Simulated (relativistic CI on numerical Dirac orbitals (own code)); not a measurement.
Ni4+ in a cubic cluster: 3p photoemission with charge transfer

Computed with a charge-transfer multiplet model of a cubic metal-ligand cluster with up to 3 ligand holes, Slater and spin-orbit integrals from Dirac-Coulomb-Breit ions, Slater integrals scaled by 0.9. The parameters are those of a tetrahedral site (10Dq negative, t2 hopping the larger). The ground state mixes d6 with configurations of k ligand holes L, whose averages lie at kΔ + k(k − 1)U_dd/2; a core hole lowers each added d electron by U_cd. 20 K, Lorentzian 0.9 eV and Gaussian 0.8 eV FWHM.

Atomic integrals in eV (Slater integrals scaled, ζ unscaled), ground: F2dd 12.773, F4dd 8.015, zeta_d 0.099; with the core hole: F2dd 13.590, F4dd 8.565, zeta_d 0.106, zeta_core 1.544, F2cd 13.977, G1cd 17.070, G3cd 10.555.

Cluster parameters (eV): Δ = -1.3, U_dd = 7.2, U_cd = 8.4, 10Dq = -0.15, 10Dq(ligand) = 0, final-state hopping factor = 0.8.

| Case | n_d | d6 | d7L | d8L2 | d9L3 | S |
| --- | --- | --- | --- | --- | --- | --- |
| V(eg) = 1.08 eV, V(t2g) = -1.83 eV | 6.63 | 0.43 | 0.51 | 0.06 | 0.00 | 1.99 |
| V(eg) = 1.68 eV, V(t2g) = -2.85 eV | 6.76 | 0.36 | 0.52 | 0.11 | 0.01 | 1.99 |
| V(eg) = 2.28 eV, V(t2g) = -3.87 eV | 6.87 | 0.31 | 0.52 | 0.16 | 0.01 | 1.98 |

Weights, n_d and S are thermal averages at 20 K. Binding energies count from the first peak over 30 % of the highest in each spectrum, which can be another peak from case to case. The parameters are a model scan and need not match a compound or its usual spin state. Peaks in eV (height, largest 100):
- V(eg) = 1.08 eV, V(t2g) = -1.83 eV: 0.0 (95), 5.3 (100), 8.5 (44), 10.8 (66), 13.2 (38), 15.9 (25), 19.9 (23), 21.3 (32), 26.3 (38), 29.0 (11), 31.5 (16), 36.9 (18), 38.4 (16)
- V(eg) = 1.68 eV, V(t2g) = -2.85 eV: 0.0 (100), 6.3 (64), 10.0 (33), 12.2 (35), 16.0 (27), 22.2 (27), 28.1 (28), 32.5 (6), 34.3 (12), 39.8 (6), 41.3 (7)
- V(eg) = 2.28 eV, V(t2g) = -3.87 eV: 0.0 (100), 5.1 (35), 7.2 (35), 8.6 (35), 13.3 (19), 17.9 (19), 21.0 (16), 22.2 (16), 30.3 (17), 37.6 (6)

Curve for V(eg) = 1.68 eV, V(t2g) = -2.85 eV (points under 2 left out, the grid thinned):

| E (eV) | Intensity |
| --- | --- |
| -4.3 | 2.9 |
| -3.3 | 4.6 |
| -2.2 | 9.6 |
| -1.2 | 33.2 |
| -0.2 | 98.5 |
| 0.8 | 95.1 |
| 1.9 | 60.6 |
| 2.9 | 38.9 |
| 3.9 | 41.6 |
| 5.0 | 48.6 |
| 6.0 | 61.5 |
| 7.0 | 57.3 |
| 8.1 | 39.6 |
| 9.1 | 29.4 |
| 10.1 | 32.4 |
| 11.1 | 30.6 |
| 12.2 | 35.1 |
| 13.2 | 22.1 |
| 14.2 | 15.9 |
| 15.3 | 23.6 |
| 16.3 | 25.7 |
| 17.3 | 17.1 |
| 18.3 | 15.8 |
| 19.4 | 14.5 |
| 20.4 | 16.7 |
| 21.4 | 22.6 |
| 22.5 | 26.1 |
| 23.5 | 16.2 |
| 24.5 | 9.3 |
| 25.6 | 7.4 |
| 26.6 | 10.1 |
| 27.6 | 22.2 |
| 28.6 | 22.1 |
| 29.7 | 6.8 |
| 30.7 | 4.2 |
| 31.7 | 4.5 |
| 32.8 | 5.4 |
| 33.8 | 9.0 |
| 34.8 | 8.9 |
| 35.9 | 3.5 |
| 36.9 | 2.0 |
| 39.2 | 5.0 |
| 40.2 | 5.6 |
| 41.3 | 6.6 |
| 42.3 | 2.3 |

For the case V(eg) = 1.68 eV, V(t2g) = -2.85 eV, Δ = -1.3 eV is smaller than U_dd = 7.2 eV, the charge-transfer side of the Zaanen-Sawatzky-Allen scheme (negative Δ: between configuration averages a ligand hole costs less than the nominal valence; multiplet and field energies can change this for the lowest states). With the core hole the average of the configuration with one ligand hole lies at Δ − U_cd = -9.7 eV before mixing: it lies below the unscreened one, so the lowest final states are mostly screened and the unscreened weight appears at higher binding energy as a satellite.
